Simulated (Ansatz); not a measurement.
TeAu2⁺. Total charge 1; quartet. Geometry PBE0-D4/def2-TZVP.

```tsv
atom	x (Å)	y (Å)	z (Å)
Au1	-1.223	-1.520	0.847
Au2	-0.062	1.767	-0.709
Te3	1.284	-0.247	-0.138
```

In the def2 sets Au, Te take a core potential; there is no spin–orbit coupling. B3LYP takes the VWN-RPA correlation. At PBE0-D4/def2-TZVP a doublet of charge 1 lies 2.48 eV below the quartet, each at its own geometry. The structure comes from a short search, and lower isomers may exist.

Q: Estimate the α-spin orbital energies around the gap (eV) in Ansatz with LDA (SPW92)/def2-TZVP, r2SCAN-D4/def2-TZVP, r2SCANh-D4/def2-TZVP, B3LYP-D4/def2-TZVP, PBE0-D4/def2-TZVP.

A: 
| orbital | LDA (SPW92)/def2-TZVP | r2SCAN-D4/def2-TZVP | r2SCANh-D4/def2-TZVP | B3LYP-D4/def2-TZVP | PBE0-D4/def2-TZVP |
| --- | --- | --- | --- | --- | --- |
| HOMO−9 | -13.32 | -13.33 | -13.91 | -14.28 | -14.59 |
| HOMO−8 | -13.28 | -13.30 | -13.88 | -14.25 | -14.57 |
| HOMO−7 | -13.18 | -13.19 | -13.76 | -14.13 | -14.39 |
| HOMO−6 | -13.15 | -13.15 | -13.71 | -14.08 | -14.35 |
| HOMO−5 | -12.98 | -13.05 | -13.64 | -13.97 | -14.24 |
| HOMO−4 | -12.97 | -13.05 | -13.63 | -13.97 | -14.24 |
| HOMO−3 | -12.56 | -12.53 | -12.96 | -13.13 | -13.37 |
| HOMO−2 | -12.36 | -12.33 | -12.73 | -12.95 | -13.17 |
| HOMO−1 | -11.88 | -12.13 | -12.59 | -12.66 | -12.99 |
| HOMO | -10.03 | -10.05 | -10.33 | -10.34 | -10.46 |
| LUMO | -9.39 | -8.86 | -8.51 | -8.41 | -8.11 |
| LUMO+1 | -5.73 | -5.20 | -4.99 | -5.07 | -4.91 |
| LUMO+2 | -5.18 | -4.67 | -4.48 | -4.62 | -4.45 |
| LUMO+3 | -4.86 | -4.33 | -4.12 | -4.27 | -4.08 |
| LUMO+4 | -4.16 | -3.48 | -3.27 | -3.51 | -3.35 |
| LUMO+5 | -3.91 | -3.32 | -3.12 | -3.37 | -3.16 |
| β HOMO | -12.28 | -12.18 | -12.58 | -12.81 | -12.97 |
| β LUMO | -11.68 | -11.07 | -10.69 | -10.61 | -10.25 |
